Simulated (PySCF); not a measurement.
Job for PySCF: U-HF/LANL2DZ on H2OSn (SMILES [OH][SnH]), a point of a bond scan (R = 3.605 Å).

```python
from pyscf import gto, scf, dft, mp
from pyscf.data.elements import chemcore

mol = gto.M(
    atom='''
    Sn   -0.18386056   -0.15025870    0.19526245
    H    -2.72655414    0.17973710   -2.33951885
    O     1.21528417    0.79939053   -0.86933130
    H     0.92596202    1.10307134   -1.73634394
    ''',
    basis='lanl2dz',
    ecp={'Sn': 'lanl2dz'},
    charge=0, spin=0, verbose=3, max_memory=1800)
mf = scf.UHF(mol)
mf.conv_tol = 1e-8
mf.max_cycle = 100
mf.init_guess_breaksym = True
mf.kernel()
if not mf.converged:
    mf = mf.newton().run(mf.mo_coeff, mf.mo_occ)
for _ in range(4):
    mo, _, stable, _ = mf.stability(return_status=True)
    if stable:
        break
    mf.kernel(mf.make_rdm1(mo, mf.mo_occ))
```

The log:

```
converged SCF energy = -79.1169044533278  <S^2> = 7.4918463e-09  2S+1 = 1
<class 'pyscf.scf.uhf.UHF'> wavefunction has an internal instability
converged SCF energy = -79.1937100434353  <S^2> = 0.95616682  2S+1 = 2.1965125
<class 'pyscf.scf.uhf.UHF'> wavefunction is stable in the internal stability analysis
```

The calculation finished and met its thresholds. Its determinant has ⟨S²⟩ = 0.96, a mixture of spin states.

Cost: about 0.5 core-seconds (a rough figure).
